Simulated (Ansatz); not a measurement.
Molecule: C5H9O, charge 0, multiplicity 2. It need not be the lowest isomer of its formula. SMILES: CC[CH]CC=O
Coordinates optimised at B3LYP-D3(BJ)/def2-TZVP (Ansatz, a program for electronic structure):
```xyz
15

C     -2.2653     0.0916     0.1462
C     -1.2001    -0.4463    -0.8210
C     -0.0577     0.4877    -1.0090
C      1.3409     0.1067    -0.7022
C      1.6649    -0.1239     0.7658
O      0.8832    -0.0576     1.6756
H     -1.8331     0.2515     1.1335
H     -3.0970    -0.6101     0.2366
H     -2.6659     1.0431    -0.2098
H     -0.8348    -1.4112    -0.4590
H     -1.6807    -0.6452    -1.7899
H     -0.2698     1.5138    -1.2839
H      1.6263    -0.8364    -1.1982
H      2.0628     0.8463    -1.0666
H      2.7297    -0.3861     0.9528
```
Charge 0, spin multiplicity 2.

Quantity: atomisation energy (electronic, to ground-state atoms); the coupled-cluster value holds the core correlation from cc-pwCVTZ, in kJ/mol. Cores are frozen in the correlated levels unless marked. Open shells are spin-unrestricted. Spin-orbit coupling is left out. Non-relativistic. CBS marks a two-point X^-3 extrapolation of the correlation energy; Hartree-Fock from the larger set. [CCSD(T)-MP2]/basis is that difference in the basis named.

Level to compare with: RI-MP2/CBS(cc-pVTZ,cc-pVQZ)+[CCSD(T)-MP2]/cc-pVTZ plus the core term (Ansatz), 6099.5 kJ/mol. It is a level with limits of its own, and the differences hold the functionals' basis error too.

Rank these functionals by how close they come to RI-MP2/CBS(cc-pVTZ,cc-pVQZ)+[CCSD(T)-MP2]/cc-pVTZ, closest first: BLYP/def2-TZVPD (Ansatz); B3LYP/def2-TZVPD (Ansatz); HSE06/def2-TZVPD (Ansatz).

HSE06/def2-TZVPD (screened hybrid, 6121.2 kJ/mol, difference 21.7), B3LYP/def2-TZVPD (global hybrid, 6046.1 kJ/mol, difference -53.4), BLYP/def2-TZVPD (GGA, 6020.6 kJ/mol, difference -78.9)
